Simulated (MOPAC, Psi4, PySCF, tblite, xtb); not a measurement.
Dimer C3H6 ··· H3O+ (SMILES C1CC1 and [OH3+]) (charge +1) at R = 4.25 Å between the centres of mass, closest contact 2.38 Å (a random orientation, not optimised). Geometry in Å and degrees:

```
C
H 1 1.0816
H 1 1.0816 2 114.23
C 1 1.5034 2 118.05 3 145.49
H 4 1.0816 1 118.05 2 0.00
H 4 1.0816 5 114.23 1 145.49
C 1 1.5034 2 118.05 3 -145.49
H 7 1.0816 1 118.05 2 0.00
H 7 1.0816 8 114.23 4 145.49
H 3 2.3790 1 108.28 2 60.46
O 10 0.9811 3 130.75 1 -78.81
H 11 0.9811 10 113.40 3 21.35
H 11 0.9811 10 113.40 12 -131.22
```

- GFN2-xTB (tblite)
- SAPT0/jun-cc-pVDZ, frozen core (Psi4)
- B3LYP/def2-TZVP, counterpoise-corrected (Psi4)
- B3LYP-D3(BJ)/def2-TZVP, counterpoise-corrected (Psi4)
- PBE/def2-TZVP, counterpoise-corrected (Psi4)
- PBE-D3(BJ)/def2-TZVP, counterpoise-corrected (Psi4)
- HF/aug-cc-pVDZ, counterpoise-corrected (Psi4)
- MP2/aug-cc-pVDZ = DF-MP2/aug-cc-pVDZ, frozen core, counterpoise-corrected run with Psi4
- SCS-MP2/aug-cc-pVDZ = DF-SCS-MP2/aug-cc-pVDZ, frozen core, counterpoise-corrected (Psi4 1.11)
- AM1, restricted, heats of formation (MOPAC)
- PM7, restricted, heats of formation (MOPAC)
- GFN1-xTB (xtb)
- RKS-B3LYP/6-31G* = PySCF with restricted B3LYP/6-31G*, spherical d, no counterpoise correction
- RKS-LDA (SVWN5)/6-31G* = restricted LDA (SVWN5)/6-31G*, spherical d, no counterpoise correction in PySCF
- RKS-B3LYP/LANL2DZ = PySCF with restricted B3LYP/LANL2DZ, no counterpoise correction
- RHF/6-31G* = restricted Hartree-Fock/6-31G*, spherical d, no counterpoise correction run with PySCF 2.14.0

Task: What interaction energy does each level give?

Result: 
```
method                  E_int / kJ/mol
----------------------  --------------
RKS-LDA (SVWN5)/6-31G*          -31.28
PBE-D3(BJ)/def2-TZVP            -30.01
B3LYP-D3(BJ)/def2-TZVP          -27.95
PBE/def2-TZVP                   -27.22
MP2/aug-cc-pVDZ                 -25.51
RKS-B3LYP/LANL2DZ               -25.18
RKS-B3LYP/6-31G*                -24.94
SCS-MP2/aug-cc-pVDZ             -24.27
B3LYP/def2-TZVP                 -23.89
SAPT0/jun-cc-pVDZ               -21.76
HF/aug-cc-pVDZ                  -21.22
RHF/6-31G*                      -20.18
GFN1-xTB                        -16.28
PM7                             -15.38
GFN2-xTB                        -14.69
AM1                             -12.02
```
